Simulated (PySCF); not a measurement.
## Structure from 2D NMR

Compound of formula C4H10OSi. Correlations simulated from computed shifts and the bond graph:

HSQC (one-bond C–H):
| δH | δC |
| --- | --- |
| 6.65 | 146.6 |
| 5.36 | 120.9 |
| 5.34 | 120.9 |
| 3.81 | 69.6 |
| 2.31 | 43.4 |

COSY cross peaks (H two or three bonds apart, from the bond graph; peaks can be absent where the dihedral angle is near 90°):
| δH | δH |
| --- | --- |
| 6.65 | 5.36 |
| 6.65 | 5.34 |
| 6.65 | 2.31 |
| 5.36 | 5.34 |
| 3.81 | 2.31 |

HMBC (two and three bonds, from the bond graph):
| δH | δC |
| --- | --- |
| 6.65 | 120.9, 69.6, 43.4 |
| 5.36 | 146.6, 43.4 |
| 5.34 | 146.6, 43.4 |
| 4.90 | 69.6 |
| 3.81 | 146.6, 43.4 |
| 2.31 | 146.6, 120.9, 69.6 |

[PySCF: GFN2-xTB geometry; GIAO PBE0/pcSseg-1 shieldings; in vacuum; one conformer; one averaged value for each set of equivalent atoms; non-relativistic]

Scale: TMS for 1H (σ = 31.72 ppm), 13C (σ = 186.93 ppm) (reference shieldings calculated alike).

Exchangeable hydrogens are left out of these lists.

Which molecule is this?

Results:

SMILES C(=C)CCO[SiH3].

Numbering as in the mapped SMILES `[CH2:1]=[CH:2][CH2:3][CH2:4][O:5][SiH3:6]`. Hydrogens are named by the atom that carries them. Ha(C1) is cis to C3; Hb(C1) is trans to C3.

1. δC 146.6 is C2, an alkene CH (δH 6.65).
2. δC 120.9 is C1, a terminal =CH2 carbon (δH 5.36, 5.34).
3. δC 69.6 is C4, an sp3 CH2 bonded to O (δH 3.81).
4. δC 43.4 is C3, an allylic sp3 CH2 (δH 2.31).
5. COSY links 6.65–5.36, 6.65–5.34, 6.65–2.31, 5.36–5.34, 3.81–2.31.

The shifts were computed for this structure.

Shifts are as computed. Against solution values, carbons near 30 ppm lie about +3 ppm off and those near 130 ppm about +5 ppm. Of 1211 compounds with measured shifts, 218 miss one by over three times the rms of a fit or turn the order of signals round; such compounds aren't used in these exercises.
